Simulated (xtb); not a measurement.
dimethoxyethane (C₄H₁₀O₂), singlet, from a rough starting geometry; GFN2-xTB (xtb 6.7.1).

Input for xtb:
```
$ xtb mol.xyz --gfn 2 --opt vtight --json

# file mol.xyz
16

C      2.73070908     0.74270650    -0.03152249
O      1.46537292     0.35838947     0.42367315
C      0.68633200    -0.46952171    -0.42680838
C     -0.67489115    -0.64921454     0.09017538
O     -1.50380342     0.39624768    -0.20613001
C     -2.76377819     0.32528843     0.34717840
H      3.30149146    -0.18555538    -0.19090409
H      3.17077826     1.35946913     0.68079869
H      2.66542013     1.24745205    -0.94761782
H      1.18909871    -1.45363496    -0.59169619
H      0.67629927    -0.00072281    -1.40603103
H     -1.08885104    -1.59708445    -0.39754190
H     -0.62220895    -0.92469838     1.11131279
H     -3.29263265    -0.57461688    -0.04087170
H     -2.72447073     0.16424491     1.46562608
H     -3.28035494     1.18265675     0.06324636
```

What the program printed (banner, timings and long lists left out):

```
   ID    Z sym.   atoms
    1    6 C      1, 3, 4, 6
    2    8 O      2, 5
    3    1 H      7-16

           -------------------------------------------------
          |                Calculation Setup                |
           -------------------------------------------------

           -------------------------------------------------
          |                 G F N 2 - x T B                 |
           -------------------------------------------------

          ...................................................
          :                      SETUP                      :
          :.................................................:
          :  # basis functions                  34          :
          :  # atomic orbitals                  34          :
          :  # shells                           22          :
          :  # electrons                        38          :
          :  max. iterations                   250          :
          :  Hamiltonian                  GFN2-xTB          :
          :  restarted?                      false          :
          :  GBSA solvation                  false          :
          :  PC potential                    false          :
          :  electronic temp.          300.0000000     K    :
          :  accuracy                    1.0000000          :
          :  -> integral cutoff          0.2500000E+02      :
          :  -> integral neglect         0.1000000E-07      :
          :  -> SCF convergence          0.1000000E-05 Eh   :
          :  -> wf. convergence          0.1000000E-03 e    :
          :  Broyden damping             0.4000000          :
          :  net charge                          0          :
          :  unpaired electrons                  0          :
          ...................................................

 iter      E             dE          RMSdq      gap      omega  full diag
   1    -21.9327384 -0.219327E+02  0.453E+00   11.13       0.0  T
   2    -21.9864547 -0.537163E-01  0.235E+00   10.72       1.0  T
   3    -21.9870915 -0.636740E-03  0.919E-01   10.80       1.0  T
   4    -21.9872561 -0.164684E-03  0.119E-01   10.86       1.0  T
   5    -21.9872621 -0.598568E-05  0.542E-02   10.87       1.0  T
   6    -21.9872638 -0.169248E-05  0.585E-03   10.88       4.3  T
   7    -21.9872639 -0.123629E-06  0.279E-03   10.88       9.0  T
   8    -21.9872640 -0.444351E-08  0.127E-03   10.88      19.7  T
   9    -21.9872640 -0.835804E-09  0.140E-04   10.88     179.1  T
  10    -21.9872640 -0.446079E-10  0.507E-05   10.88     493.4  T

   *** convergence criteria satisfied after 10 iterations ***

         :::::::::::::::::::::::::::::::::::::::::::::::::::::
         ::                     SUMMARY                     ::
         :::::::::::::::::::::::::::::::::::::::::::::::::::::
         :: total energy             -21.754366460884 Eh    ::
         :: gradient norm              0.129495340126 Eh/a0 ::
         :: HOMO-LUMO gap             10.876435562465 eV    ::
         ::.................................................::
         :: SCC energy               -21.987266460219 Eh    ::
         :: -> isotropic ES            0.034524004770 Eh    ::
         :: -> anisotropic ES          0.003618721166 Eh    ::
         :: -> anisotropic XC         -0.000702925564 Eh    ::
         :: -> dispersion             -0.007615595209 Eh    ::
         :: repulsion energy           0.232899999335 Eh    ::
         :: add. restraining           0.000000000000 Eh    ::
         :: total charge              -0.000000000000 e     ::
         :::::::::::::::::::::::::::::::::::::::::::::::::::::

      -----------------------------------------------------------
     |                   =====================                   |
     |                        A N C O P T                        |
     |                   =====================                   |
     |               Approximate Normal Coordinate               |
[...]
 * total energy  :   -21.7695020 Eh     change       -0.1885667E-04 Eh
 * total energy  :   -21.7695073 Eh     change       -0.5305783E-05 Eh
 * total energy  :   -21.7695109 Eh     change       -0.3604365E-05 Eh
 * total energy  :   -21.7695133 Eh     change       -0.2427827E-05 Eh
 * total energy  :   -21.7695151 Eh     change       -0.1799460E-05 Eh
 * total energy  :   -21.7695166 Eh     change       -0.1480956E-05 Eh
 * total energy  :   -21.7695176 Eh     change       -0.1033311E-05 Eh
 * total energy  :   -21.7695182 Eh     change       -0.5785744E-06 Eh
 * total energy  :   -21.7695187 Eh     change       -0.4308883E-06 Eh
 * total energy  :   -21.7695191 Eh     change       -0.4130326E-06 Eh
 * total energy  :   -21.7695193 Eh     change       -0.2151338E-06 Eh
 * total energy  :   -21.7695193 Eh     change       -0.2490539E-07 Eh
   *** GEOMETRY OPTIMIZATION CONVERGED AFTER 20 ITERATIONS ***
         :: total energy             -21.769519308301 Eh    ::
[...]
        29                          0.1960230               5.3341
        30                          0.1965098               5.3473
       ...                                ...                  ...
        34                          0.2697553               7.3404
      -------------------------------------------------------------
                  HL-Gap            0.4306179 Eh           11.7177 eV
             Fermi-level           -0.1824666 Eh           -4.9652 eV

     #   Z          covCN         q      C6AA      α(0)
     1   6 C        3.656     0.040    20.184     6.449
     2   8 O        1.702    -0.305    19.088     5.899
     3   6 C        3.706     0.081    19.367     6.291
     4   6 C        3.706     0.081    19.367     6.291
     5   8 O        1.702    -0.305    19.088     5.899
     6   6 C        3.656     0.040    20.184     6.449
     7   1 H        0.923     0.027     2.637     2.539
     8   1 H        0.925     0.061     2.187     2.313
     9   1 H        0.924     0.031     2.572     2.508
    10   1 H        0.923     0.022     2.704     2.571
    11   1 H        0.923     0.043     2.406     2.426
    12   1 H        0.923     0.022     2.704     2.571
    13   1 H        0.923     0.043     2.406     2.426
    14   1 H        0.923     0.027     2.637     2.539
    15   1 H        0.924     0.031     2.571     2.508
    16   1 H        0.925     0.061     2.187     2.313

 Mol. C6AA /au·bohr⁶  :       1782.313147
 Mol. C8AA /au·bohr⁸  :      35879.414913
 Mol. α(0) /au        :         61.991338

Wiberg/Mayer (AO) data.
largest (>0.10) Wiberg bond orders for each atom

 ---------------------------------------------------------------------------
     #   Z sym  total        # sym  WBO       # sym  WBO       # sym  WBO
 ---------------------------------------------------------------------------
     1   6 C    3.953 --     2 O    0.997     8 H    0.980     7 H    0.977
                             9 H    0.977
     2   8 O    2.076 --     1 C    0.997     3 C    0.990
     3   6 C    3.960 --     4 C    0.998     2 O    0.990    10 H    0.967
                            11 H    0.964
     4   6 C    3.960 --     3 C    0.998     5 O    0.990    12 H    0.967
                            13 H    0.964
     5   8 O    2.076 --     6 C    0.997     4 C    0.990
     6   6 C    3.953 --     5 O    0.997    16 H    0.980    14 H    0.977
                            15 H    0.977
     7   1 H    0.999 --     1 C    0.977
     8   1 H    0.996 --     1 C    0.980
     9   1 H    0.999 --     1 C    0.977
    10   1 H    1.000 --     3 C    0.967
    11   1 H    0.998 --     3 C    0.964
    12   1 H    1.000 --     4 C    0.967
    13   1 H    0.998 --     4 C    0.964
    14   1 H    0.999 --     6 C    0.977
    15   1 H    0.999 --     6 C    0.977
    16   1 H    0.996 --     6 C    0.980
 ---------------------------------------------------------------------------

Topologies differ in total number of bonds
Writing topology from bond orders to xtbtopo.mol

molecular dipole:
                 x           y           z       tot (Debye)
 q only:        0.018      -0.345      -0.110
   full:        0.029      -0.546      -0.175       1.460
molecular quadrupole (traceless):
                xx          xy          yy          xz          yz          zz
 q only:        5.185       1.322      -2.153      -2.917       0.125      -3.032
  q+dip:        3.615       1.311      -1.407      -3.244       0.079      -2.208
   full:        4.825       1.533      -1.926      -3.657       0.112      -2.898

optimized geometry written to: xtbopt.xyz

           -------------------------------------------------
          | TOTAL ENERGY              -21.769519308301 Eh   |
          | GRADIENT NORM               0.000029285950 Eh/α |
          | HOMO-LUMO GAP              11.717708393869 eV   |
           -------------------------------------------------

normal termination of xtb
```
